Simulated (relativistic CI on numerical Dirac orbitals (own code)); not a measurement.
**What each ingredient does to the levels of Ga¹¹⁺**

Base calculation: Dirac-Coulomb-Breit CI, KLI orbitals optimised for each configuration, a model potential for QED, unscaled Slater integrals.

CI space (outside the closed core [Ne]): 3s²3p⁶3d², 3s²3p⁵3d³, 3s3p⁶3d³, 3s²3p⁶3d4s, 3s²3p⁶3d4p, 3s²3p⁶3d4d, 3s²3p⁶4s², 3s²3p⁶3d4f, 3s²3p⁶4s4p, 3s²3p⁵3d²4s, 3s²3p⁶4p², 3s²3p⁶3d5s, 3p⁶3d⁴, 3p⁵3d⁵. Double excitations out of closed p, d and f shells are left out; levels of such configurations are missing from the list, as are those of other unlisted configurations, and high levels can miss mixing partners. These lack a partner that the ground configuration has and come out too high: 3s²3p⁵3d²4s.

Variants: (1) Breit term removed; (2) one mean potential for all configurations. Shifts of the energy above 3s²3p⁶3d² ³F2, in cm⁻¹, for the lowest level and the first level of each name with at least 55 % of one term (blank where a level changes its place among those of its configuration and J or its character, or is not in the variant):

| Level | Base | Δ(1) | Δ(2) |
| --- | --- | --- | --- |
| 3s²3p⁶3d² ³F2 | 0 | 0 | 0 |
| 3s²3p⁶3d² ³F3 | 3883 | +345 | +9 |
| 3s²3p⁶3d² ³F4 | 8321 | +780 | +18 |
| 3s²3p⁶3d² ¹D2 | 31315 | +257 | -10 |
| 3s²3p⁶3d² ³P0 | 34499 | +29 | -12 |
| 3s²3p⁶3d² ³P1 | 36062 | +138 | -8 |
| 3s²3p⁶3d² ³P2 | 39839 | +639 | +2 |
| 3s²3p⁶3d² ¹G4 | 49710 | +590 | -5 |
| 3s²3p⁶3d² ¹S0 | 116973 | +158 | -12 |
| 3s²3p⁵3d³ ⁵S°2 | 562452 | +1561 | -171 |
| 3s²3p⁵3d³ ⁵D°2 | 565216 | +1252 | -175 |
| 3s²3p⁵3d³ ⁵D°3 | 565524 | +1383 | -175 |
| 3s²3p⁵3d³ ⁵D°1 | 565797 | +1199 | -176 |
| 3s²3p⁵3d³ ⁵D°0 | 566522 | +1192 | -176 |

At this charge energies of transitions that change n are usually good to better than 1 %, and those within a shell (Δn = 0) to a few per cent. Terms inside the open d or f shell come out 10 to 20 % too wide with unscaled integrals.

Ionisation energy from the two ground configurations alone: base 318.582 eV. The NIST ASD value (theoretical) is 319 eV.

LS names give the leading component of a level, which can be under half, so a name can repeat, a term be missing and a line seem to break the LS rules.
